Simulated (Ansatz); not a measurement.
VOCl3 (VCl3O). Charge 0, multiplicity 1. Geometry relaxed at PBE0-D4/def2-SVP.

```
atom   x (Å)   y (Å)   z (Å)
  V1  -0.023  -0.084   0.010
  O2  -0.418  -1.547   0.193
 Cl3   1.081   0.515   1.727
 Cl4  -1.807   1.057  -0.184
 Cl5   1.167   0.058  -1.747
```

The restricted singlet is unstable towards broken spin symmetry in Hartree–Fock (as tested in another run); at PBE0-D4/def2-SVP this wasn't settled.

(1) Estimate the harmonic wavenumbers at RKS PBE0-D4/def2-SVP (Ansatz, unscaled). Is this a minimum?

Results:

(1) 127, 127, 167, 265, 265, 414, 518, 518, 1197 cm⁻¹. Yes, no mode is imaginary beyond noise. Zero-point energy 21.5 kJ/mol. It took 34 s on 4 threads of Arm Neoverse V2 on a shared host.
